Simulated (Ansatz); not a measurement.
Consider the cleavage of the Si–Ge bond: `[CH3][Ge]([F])([F])[SiH3]` + `O[SiH2]S` → `[SiH3]O[SiH2]S` + `[CH3][GeH]([F])[F]`.

Program: Ansatz. Geometries: PBE0-D4/def2-TZVP. ΔE: electronic, gas phase. CBS: MP2 limit from def2 TZ/QZ plus the TZ coupled-cluster correction, frozen cores. DFT in def2-TZVPP. For Ge outer-core shells are correlated without core-valence functions, which leaves a few kJ/mol of doubt a bond. Scalar relativity is left out up to krypton. Each species was taken in one conformer, which may not be the lowest.

```tsv
level	ΔE (kJ/mol)
r2SCAN-D4	-81.7
ωB97M-V	-88.4
B2PLYP	-90.4
CCSD(T)/def2-TZVPP	-90.0
```

What does CCSD(T)/CBS give? (Estimate.)

The calculation gave: -88.8 kJ/mol. The listed levels differ from it by 7.1, 0.4, -1.6, -1.2 kJ/mol.

Largest T1 diagnostic among the species: 0.012.

In def2-TZVPP, CCSD(T) changes the Hartree–Fock value by +25.0 kJ/mol (the triples alone add +3.4 kJ/mol) and MP2 by +19.1 kJ/mol. From PBE to PBE0 (25 % exact exchange), in def2-TZVPP and without D4, ΔE moves by −10.7 kJ/mol.
